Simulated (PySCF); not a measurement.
**PySCF run on GaSe⁻**

Input:

```python
from pyscf import gto, scf

mol = gto.M(
    atom='Ga 0 0 0; Se 0 0 2.42',
    basis='sbkjc',
    ecp={'Ga': 'sbkjc', 'Se': 'sbkjc'},
    charge=-1,
    spin=0,
    verbose=4,
)
mf = scf.UHF(mol)
mf.kernel()
mf.mulliken_pop()
mf.dip_moment()
print('orbital energies (hartree):', [e[max(0, n-3):n+3].round(4) for e, n in zip(mf.mo_energy, mol.nelec)])
```

```bash
$ OMP_NUM_THREADS=1 python input.py
```

The log (some set-up lines and the per-cycle HOMO/LUMO lines with their warnings removed):

```
PySCF version 2.14.0

[INPUT] Symbol           X                Y                Z      unit          X                Y                Z       unit  Magmom
[INPUT]  1 Ga     0.000000000000   0.000000000000   0.000000000000 AA    0.000000000000   0.000000000000   0.000000000000 Bohr   0.0
[INPUT]  2 Se     0.000000000000   0.000000000000   2.420000000000 AA    0.000000000000   0.000000000000   4.573137221447 Bohr   0.0

nuclear repulsion = 27.552201890876
number of shells = 15
number of NR pGTOs = 82
number of NR cGTOs = 39
basis = sbkjc
ecp = {'Ga': 'sbkjc', 'Se': 'sbkjc'}

******** <class 'pyscf.scf.uhf.UHF'> ********
method = UHF
initial guess = minao
damping factor = 0
level_shift factor = 0
DIIS = <class 'pyscf.scf.diis.CDIIS'>
SCF conv_tol = 1e-09
SCF max_cycles = 50
number electrons alpha = 14  beta = 14
init E= -256.852687396792

cycle= 1 E= -227.76788671012  delta_E= 29.1  |g|= 10.8  |ddm|= 15.2
cycle= 2 E= -223.637050475396  delta_E= 4.13  |g|= 9.86  |ddm|= 17.1
cycle= 3 E= -265.251752283571  delta_E= -41.6  |g|= 1.64  |ddm|= 8.58
cycle= 4 E= -262.166824632803  delta_E= 3.08  |g|= 1.81  |ddm|= 3.89
cycle= 5 E= -266.246018958428  delta_E= -4.08  |g|= 0.655  |ddm|= 3.32
cycle= 6 E= -266.378237376977  delta_E= -0.132  |g|= 0.0857  |ddm|= 0.833
cycle= 7 E= -266.382017094732  delta_E= -0.00378  |g|= 0.0151  |ddm|= 0.178
cycle= 8 E= -266.382330908216  delta_E= -0.000314  |g|= 0.00443  |ddm|= 0.0379
cycle= 9 E= -266.38236167724  delta_E= -3.08e-05  |g|= 0.00157  |ddm|= 0.0154
cycle= 10 E= -266.382367171302  delta_E= -5.49e-06  |g|= 0.00056  |ddm|= 0.00558
cycle= 11 E= -266.38236850355  delta_E= -1.33e-06  |g|= 9.84e-05  |ddm|= 0.00453
cycle= 12 E= -266.382368529857  delta_E= -2.63e-08  |g|= 1.28e-05  |ddm|= 0.00066
cycle= 13 E= -266.382368530276  delta_E= -4.19e-10  |g|= 4.36e-06  |ddm|= 5.03e-05
Extra cycle  E= -266.38236853035  delta_E= -7.44e-11  |g|= 3.08e-06  |ddm|= 1.18e-05
converged SCF energy = -266.38236853035  <S^2> = 1.8817286e-09  2S+1 = 1
 ** Mulliken pop       alpha | beta **
pop of  0 Ga 3s        0.75501 | 0.75501
pop of  0 Ga 4s        0.45947 | 0.45947
pop of  0 Ga 5s        0.50582 | 0.50582
pop of  0 Ga 6s        0.22433 | 0.22433
pop of  0 Ga 3px       0.83274 | 0.83274
pop of  0 Ga 3py       0.83274 | 0.83274
pop of  0 Ga 3pz       0.83918 | 0.83918
pop of  0 Ga 4px       0.05914 | 0.05915
pop of  0 Ga 4py       0.05915 | 0.05914
pop of  0 Ga 4pz       0.17050 | 0.17050
pop of  0 Ga 5px       0.03486 | 0.03487
pop of  0 Ga 5py       0.03487 | 0.03486
[27 lines left out]
In total            14.00000 | 14.00000
 ** Mulliken atomic charges   ( Nelec_alpha | Nelec_beta ) **
charge of  0Ga =     -0.08509  (    10.54255     10.54255 )
charge of  1Se =     -0.91491  (     3.45745      3.45745 )

WARN: System has nonzero charge -1; the dipole moment is origin-dependent.
Location of origin: [0. 0. 0.]

Dipole moment(X, Y, Z, Debye):  0.00000,  0.00000, -9.66623
orbital energies (hartree): [array([-0.0979, -0.0979, -0.0928,  0.2277,  0.2277,  0.3109]), array([-0.0979, -0.0979, -0.0928,  0.2277,  0.2277,  0.3109])]
```

In short: E(SCF) = -266.382369 Eh, 13 cycles.

Run time: 1.1 s on 1 thread of Intel Xeon Platinum 8259CL @ 2.50GHz (shared host), peak memory 0.11 GiB.

The basis has no diffuse functions, which an anion needs. The bond length is a typed value, not an optimised one. The dipole of an ion depends on the origin. No search for the lowest solution was made.
